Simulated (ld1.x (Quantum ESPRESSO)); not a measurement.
Ca, PAW: configuration errors across variants

```json
{
  "Element": "Ca (Z = 20)",
  "Generator": "ld1.x (Quantum ESPRESSO) 7.5",
  "Type": "PAW",
  "Functional": "LDA (PZ)",
  "Relativity": "scalar-relativistic",
  "Frozen core": "[Ne]",
  "Valence charge": "10",
  "Reference configuration": "3s2 3p6 3d0 4s2 4p0",
  "Partial waves": "3s (bound): rcut 1.55, rcutus 1.65 bohr; 4s (bound): rcut 1.55, rcutus 1.65 bohr; 3p (bound): rcut 2.00, rcutus 2.65 bohr; 4p (bound, empty): rcut 2.00, rcutus 2.65 bohr; 3d (bound, empty): rcut 2.10, rcutus 2.70 bohr; 3d channel at 0.3 Ry: rcut 2.10, rcutus 2.70 bohr; 4f channel at -0.05 Ry: rc 2.45 bohr",
  "Local potential": "the f channel",
  "Core correction": "Bessel-smoothed model core, default radius (core density twice the valence density)",
  "Augmentation charge": "PSQ, inside the norm-conserving radii"
}
```

All-electron excitation energies from the reference (eV): (1) 3s2 3p6 3d0 4s1 4p0 6.463; (2) 3s2 3p6 3d0 4s0 4p0 18.413; (3) 3s2 3p6 3d0 4s1.5 4p0 2.567; (4) 3s2 3p6 3d0.5 4s1.5 4p0 1.022; (5) 3s2 3p6 3d1 4s0 4p0 7.799; (6) 3s2 3p6 3d1 4s1 4p0 2.242.

The overlap operator is not positive definite (basis up to 400 Ry) in “base”, “wave 4f channel at -0.05 Ry: rc 2.45 bohr becomes 4f channel at -0.16 Ry: rc 2.45 bohr”, “wave 4f channel at -0.05 Ry: rc 2.45 bohr becomes 4f channel at -0.13 Ry: rc 2.45 bohr”, “wave 4f channel at -0.05 Ry: rc 2.45 bohr becomes 4f channel at 0.03 Ry: rc 2.45 bohr”, “wave 4f channel at -0.05 Ry: rc 2.45 bohr becomes 4f channel at 0.23 Ry: rc 2.45 bohr”, “wave 4f channel at -0.05 Ry: rc 2.45 bohr becomes 4f channel at 0.35 Ry: rc 2.45 bohr”, “wave 4f channel at -0.05 Ry: rc 2.45 bohr becomes 4f channel at 0.97 Ry: rc 2.45 bohr”, “wave 4f channel at -0.05 Ry: rc 2.45 bohr becomes 4f channel at 2.7 Ry: rc 2.45 bohr”, “wave 4f channel at -0.05 Ry: rc 2.45 bohr becomes 4f channel at 3.44 Ry: rc 2.45 bohr”, “wave 4f channel at -0.05 Ry: rc 2.45 bohr becomes 4f channel at 6.81 Ry: rc 2.45 bohr”. Such files are unfit for use, however small their errors in these radial tests.

Tests that are not counted but printed errors over 1 eV. “wave 4f channel at -0.05 Ry: rc 2.45 bohr becomes 4f channel at 0.35 Ry: rc 2.45 bohr”: 3s2 3p6 3d1 4s0 4p0 (solver errors, printed error -709 eV); 3s2 3p6 3d1 4s1 4p0 (solver errors, printed error -770 eV). “wave 4f channel at -0.05 Ry: rc 2.45 bohr becomes 4f channel at 6.81 Ry: rc 2.45 bohr”: 3s2 3p6 3d1 4s0 4p0 (solver errors, printed error -709 eV).

A true bound ghost makes a file unfit for plane-wave use even where its test errors are small: the radial tests pick states by their node count and pass the ghost by. Where a test does run into it, the solver fails or the error is huge.

Errors AE − PS in meV (a dash: test not solved or not reliable):

```csv
change,(1),(2),(3),(4),(5),(6),bound ghosts
base,+1.7,+17,+0.2,+5.7,+18,+17,not determined (overlap not positive)
wave 4f channel at -0.05 Ry: rc 2.45 bohr becomes 4f channel at -0.16 Ry: rc 2.45 bohr,+1.3,+14,+0.1,+3.9,+11,+12,not determined (overlap not positive)
wave 4f channel at -0.05 Ry: rc 2.45 bohr becomes 4f channel at -0.13 Ry: rc 2.45 bohr,+1.4,+14,+0.1,+4.0,+12,+12,not determined (overlap not positive)
wave 4f channel at -0.05 Ry: rc 2.45 bohr becomes 4f channel at 0.03 Ry: rc 2.45 bohr,+2.0,+20,+0.2,+7.3,+24,+22,not determined (overlap not positive)
wave 4f channel at -0.05 Ry: rc 2.45 bohr becomes 4f channel at 0.23 Ry: rc 2.45 bohr,+3.7,+36,+0.5,+17,+63,+50,not determined (overlap not positive)
wave 4f channel at -0.05 Ry: rc 2.45 bohr becomes 4f channel at 0.35 Ry: rc 2.45 bohr,+6.1,+59,+0.9,+32,–,–,not determined (overlap not positive)
wave 4f channel at -0.05 Ry: rc 2.45 bohr becomes 4f channel at 0.97 Ry: rc 2.45 bohr,-5.1,-50,-0.8,-32,-120,-81,not determined (overlap not positive)
wave 4f channel at -0.05 Ry: rc 2.45 bohr becomes 4f channel at 2.7 Ry: rc 2.45 bohr,-3.1,-28,-0.6,-28,-111,-70,not determined (overlap not positive)
wave 4f channel at -0.05 Ry: rc 2.45 bohr becomes 4f channel at 3.44 Ry: rc 2.45 bohr,–,–,–,–,–,–,not determined (overlap not positive)
wave 4f channel at -0.05 Ry: rc 2.45 bohr becomes 4f channel at 6.81 Ry: rc 2.45 bohr,-1.9,-3.4,-0.5,-5.5,–,–,"d (s, p not tested, overlap not positive)"
```

Give the same row for: wave 4f channel at -0.05 Ry: rc 2.45 bohr becomes 4f channel at 1.61 Ry: rc 2.45 bohr.

-2.9, –, -0.5, -22, –, –; bound ghosts: not determined (overlap not positive). Not counted: 3s2 3p6 3d0 4s0 4p0 (solver errors, printed error -605 eV). Its overlap operator is not positive definite in a basis up to 400 Ry (lowest eigenvalue p -434.80), so the file is unfit for use: the generalised eigenproblem breaks down once the basis is large enough, and its test numbers describe a broken file.
